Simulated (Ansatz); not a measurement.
Relaxation of C3H11BSSi (17 atoms, charge 0, multiplicity 1), to a largest force component of 0.02 eV/Å in at most 50 steps.

All numbers below come from RKS B3LYP/6-31G* (Ansatz).

```xyz
17
Properties=species:S:1:pos:R:3
C 0.993 -2.122 -0.268
B 1.251 -0.586 0.153
Si -0.002 0.847 -0.342
C -0.010 0.965 -2.191
S -1.922 0.432 0.462
C -1.420 0.701 2.209
H 0.923 -2.139 -1.382
H 1.785 -2.730 0.086
H -0.024 -2.377 0.194
H 2.224 -0.336 0.809
H 0.523 2.123 0.221
H 0.941 1.164 -2.593
H -0.519 0.022 -2.607
H -0.800 1.788 -2.449
H -3.300 0.445 0.391
H -2.297 0.581 2.884
H -0.635 -0.031 2.495
```

Question: Where does it end, and by what steps?

Answer: It converged. After 23 steps the energy has fallen by 4.778 eV; H16 moved furthest, 1.76 Å. Joined: B2–C6.

```csv
step,energy less start (eV),largest force component (eV/Å),accepted
0,0.0000,4.784,yes
1,-1.0042,1.640,yes
2,-1.4530,0.881,yes
3,-1.7857,1.029,yes
4,-2.0844,1.140,yes
5,-2.3570,1.029,yes
6,-2.5845,0.771,yes
7,-2.7444,0.641,yes
8,-2.8731,0.849,yes
9,-3.0134,0.872,yes
10,-3.2370,0.675,yes
11,-3.6546,0.921,yes
12,-4.1962,0.963,yes
13,-4.4052,2.207,yes
14,-4.6151,0.582,yes
15,-4.6768,0.486,yes
16,-4.7142,0.580,yes
17,-4.7412,0.323,yes
18,-4.7280,0.519,no
19,-4.7630,0.132,yes
20,-4.7750,0.112,yes
21,-4.7773,0.038,yes
22,-4.7772,0.040,no
23,-4.7779,0.014,yes
```

```xyz
17
Properties=species:S:1:pos:R:3
C 0.786 -1.896 0.056
B 0.705 -0.432 0.763
Si 0.004 1.003 -0.549
C -0.210 1.019 -2.433
S -1.979 0.086 0.432
C -0.639 -0.241 1.726
H 1.627 -1.972 -0.644
H 0.946 -2.670 0.821
H -0.113 -2.201 -0.503
H 1.719 -0.114 1.346
H -0.183 2.427 -0.105
H 0.681 1.476 -2.885
H -0.295 0.004 -2.833
H -1.079 1.603 -2.757
H -2.687 1.117 0.952
H -0.615 0.643 2.368
H -0.959 -1.106 2.317
```

The run took 2.3 min on 2 threads of Arm Neoverse V1, on a shared host, peak memory 0.32 GiB.
